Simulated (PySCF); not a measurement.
## Where the electron goes

C₆H₁₁N.
SMILES with atom numbers: `[CH3:1][NH:2][CH:3]1[CH2:4][CH:5]=[CH:6][CH2:7]1` (hydrogens: H8, H9, H10 on C1; H11 on N2; H12 on C3; H13, H14 on C4; H15 on C5; H16 on C6; H17, H18 on C7)

Cartesian coordinates in Å at the GFN2-xTB level; atoms count from 1:
```
atom  x, y, z in Å
C1     2.4346   -0.2852   -0.5182
N2     1.2796    0.5600   -0.7409
C3     0.1257    0.1839    0.0560
C4    -0.9874    1.2459   -0.0371
C5    -2.2443    0.4430   -0.1781
C6    -1.9930   -0.8329   -0.4090
C7    -0.5235   -1.1165   -0.4655
H8     2.7454   -0.3284    0.5378
H9     2.2041   -1.2985   -0.8451
H10    3.2663    0.0890   -1.1124
H11    1.5266    1.5233   -0.5315
H12    0.4006    0.0417    1.1192
H13   -1.0081    1.9034    0.8337
H14   -0.8367    1.8643   -0.9266
H15   -3.2153    0.9038   -0.1154
H16   -2.7220   -1.6091   -0.5694
H17   -0.2148   -1.2913   -1.4995
H18   -0.2464   -1.9902    0.1258
```

Method used: PySCF, TDDFT PBE0/def2-SVPD, vertical, gas phase, core orbitals frozen in the response.

Kohn–Sham orbitals with the atoms that hold most of them (Löwdin shares over 4%, at most four atoms; ? is withheld):

```tsv
orbital	ε (eV)	atoms
LUMO+2	1.28	C5 16%, C6 15%, H15 9%, H16 8%
LUMO+1	0.84	C1 20%, H11 10%, H12 7%, H8 6%
LUMO	0.63	?
HOMO	-6.47	N2 59%, C1 10%, C3 9%, H8 5%
HOMO-1	-6.89	?
HOMO-2	-9.32	C3 23%, C4 22%, C7 13%, N2 9%
HOMO-3	-9.68	C7 20%, C4 18%, C5 18%, C6 10%
```

Question: Give the leading atoms of the HOMO-1.

Answer: C5 (bonded to 2 C and H) 32%; C6 (bonded to 2 C and H) 31%; C7 (bonded to 2 C and 2 H) 9%; C4 (bonded to 2 C and 2 H) 8%.

Question: Give the leading atoms of the LUMO.

Answer: C6 (bonded to 2 C and H) 33%; C5 (bonded to 2 C and H) 32%; C4 (bonded to 2 C and 2 H) 6%; C7 (bonded to 2 C and 2 H) 6%.

Question: How does S1 compare with the orbital gap of 7.09 eV?

Answer: S1 is at 6.02 eV (f = 0.0047), 1.07 eV below the gap, made of HOMO→LUMO+1 (48%), HOMO→LUMO (45%). Its leading pair isn't HOMO and LUMO; the energies of that pair differ by 7.31 eV. Without the coupling terms of the response equations the lowest excitation would equal the gap.

Question: Give energy, strength and leading configuration of S3 and S6, and follow the Löwdin shares of the leading atoms from the occupied to the empty orbital.

Answer: 
- S3 (6.67 eV, f 0.0037), HOMO-1→LUMO+1 (73%): C5 32% → at most 7%, C6 31% → at most 7%, C1 at most 9% → 20%, H11 at most 9% → 10%
- S6 (6.99 eV, f 0.186), HOMO-1→LUMO (85%): C5 32% → 32%, C6 31% → 33%

Löwdin shares depend on the basis, the more so with diffuse functions.

One conformer stands for the species.
